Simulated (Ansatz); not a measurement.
`C[SiH2][SiH2]S` + H₂Te → `S[SiH2][TeH]` + `C[SiH3]`  (cleavage of the Si–Si bond)

Computed with Ansatz on PBE0-D4/def2-TZVP structures; ΔE is electronic, products minus reactants. CBS: MP2 limit from def2 TZ/QZ plus the TZ coupled-cluster correction, frozen cores. This one scheme is used for every species. DFT in def2-TZVPP. B3LYP here is the variant with VWN-RPA as its local correlation; programs differ in this. Elements past krypton have def2 core potentials. For Te outer-core shells are correlated without core-valence functions, which leaves a few kJ/mol of doubt a bond. One conformer a species, not always the lowest.

`C[SiH2][SiH2]S`:

Cartesian coordinates in Å:
```
C 0.411 -1.793 -0.288
Si 0.872 -0.180 0.548
Si -0.934 1.305 0.503
S -1.523 1.646 -1.537
H -0.385 -2.299 0.263
H 1.271 -2.464 -0.343
H 0.054 -1.604 -1.302
H 2.001 0.477 -0.173
H 1.310 -0.412 1.954
H -2.151 0.718 1.124
H -0.629 2.587 1.197
H -0.298 2.018 -1.946
```

H₂Te:

Z-matrix (Å, degrees):
```
Te
H 1 1.656
H 1 1.656 2 90.4
```

`S[SiH2][TeH]`:

```xyz
7

S     0.549   -1.915   -0.817
Si    0.471   -0.110    0.316
Te   -0.652    1.665   -1.032
H    -0.781   -1.984   -0.998
H    -0.272   -0.254    1.592
H     1.895    0.191    0.595
H    -1.210    2.407    0.343
```

`C[SiH3]`:

Cartesian coordinates in Å:
```
C -0.016 -0.095 0.983
Si 0.014 0.085 -0.879
H -0.371 0.823 1.455
H 0.984 -0.310 1.367
H -0.678 -0.910 1.283
H -1.348 0.380 -1.401
H 0.497 -1.168 -1.521
H 0.919 1.194 -1.286
```

```
         level  ΔE (kcal/mol)  difference from CCSD(T)/CBS
   LDA (SPW92)          -11.7                          3.3
      BHLYP-D4          -14.8                          0.2
       ωB97X-V          -13.3                          1.7
       ωB97M-V          -14.4                          0.6
        revPBE          -12.7                          2.3
          PBE0          -13.3                          1.7
         B3LYP          -13.9                          1.1
       r2SCANh          -14.0                          1.0
       r2SCAN0          -14.3                          0.7
       LC-ωPBE          -13.1                          1.9
  MP2/def2-SVP          -14.6                          0.4
 HF/def2-TZVPP          -15.9                         -0.9
MP2/def2-TZVPP          -16.3                         -1.3
 HF/def2-QZVPP          -16.0                         -1.0
 MP2/CBS(def2)          -18.0                         -3.0
CCSD/CBS(def2)          -15.1                         -0.1
   CCSD(T)/CBS          -15.0                            0
```

**Question.** What do rigid-rotor, harmonic-oscillator terms from PBE0-D4/def2-TZVP frequencies (298.15 K, 1 bar) make of the CCSD(T)/CBS value? (An estimate is asked.)

**Answer.** Computed: ΔZPE = +1.4 kcal/mol, ΔH = -14.1 kcal/mol, ΔS = -2 J/(mol·K), ΔG = -13.9 kcal/mol.

Largest T1 diagnostic among the species: 0.011.

Leaving LDA and LC-ωPBE aside and taking each functional with its dispersion term where it has one, the values, not all of them listed here, spread over 3.2 kcal/mol, from BHLYP-D4 to B97M-V. LDA lies +0.8 kcal/mol from PBE without D4. At CCSD(T), def2-SVP lies +2.4 kcal/mol from the extrapolated value and def2-TZVPP +1.6 kcal/mol. From PBE to PBE0 (25 % exact exchange), in def2-TZVPP and without D4, ΔE moves by −0.8 kcal/mol.
